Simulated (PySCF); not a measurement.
Calculation: PySCF with B3LYP-D3(BJ)/def2-TZVP // B3LYP-D3(BJ)/def2-SVP. All species are isolated molecules in the gas phase. One relaxed conformer stands for a flexible species; it need not be the lowest. B3LYP has the VWN-RPA correlation part, as in Gaussian. Delta-SCF ions had no search for a lower state. 

Reference species (SMILES): `B[C@H]1[C@@H](CCCC1)B` (neutral, multiplicity 1).

The LUMO is -1.54 eV and the vertical ionisation energy (Delta-SCF) comes out as 9.73 eV.

Changed species: `C1[C@H](CC[C@H](B)C1)B`.

**Question.** What does the change do to the LUMO and vertical ionisation energy (Delta-SCF)?

**Answer.** the LUMO increases by 0.06 eV, to -1.48 eV; the vertical ionisation energy (Delta-SCF) goes up by 0.13 eV, to 9.86 eV.
